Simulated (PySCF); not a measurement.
**C₆ coefficients of unlike pairs at PBE**

Calculated with PySCF 2.14 from the dipole response of each species, C₆(A,B) = (3/π) ∫ α_A(iu) α_B(iu) du, in atomic units, from isotropic polarisabilities. For ions this is the dispersion term alone; charge-induced terms of lower order in 1/R come first.

| species | configuration | basis | relativity | α (bohr³) | C₆ (like pair) |
| --- | --- | --- | --- | --- | --- |
| Be⁺ | [He] 2s1 (2S) | aug-cc-pCVDZ (5s4p2d) | none | 21.48 | 56.68 |
| Br²⁺ | [Ar] 3d10 4s2 4p3 (4S) | aug-cc-pVQZ-DK (8s7p5d3f2g) | spin-free X2C | 8.255 | 39.42 |
| Se | [Ar] 3d10 4s2 4p4 (3P) | aug-cc-pVDZ-DK (6s5p3d) | spin-free X2C | 25.51 | 213.6 |
| Sb³⁺ | [Kr] 4d10 5s2 (1S) | aug-cc-pVTZ-DK3 (8s7p5d2f) | spin-free X2C | 10.30 | 44.58 |

(1) Estimate C₆ for Sb³⁺ with Br²⁺.

No spin-orbit coupling is included.

The other pairs:

```tsv
pair	C₆
Sb³⁺, Se	96.47
Sb³⁺, Be⁺	42.09
Se, Br²⁺	88.68
Br²⁺, Be⁺	36.42
Se, Be⁺	98.09
```

Answers

(1) The integral gives 41.59. The combination rule 2 C_A C_B / (C_A α_B/α_A + C_B α_A/α_B) gives 41.39 and the geometric mean 41.92.
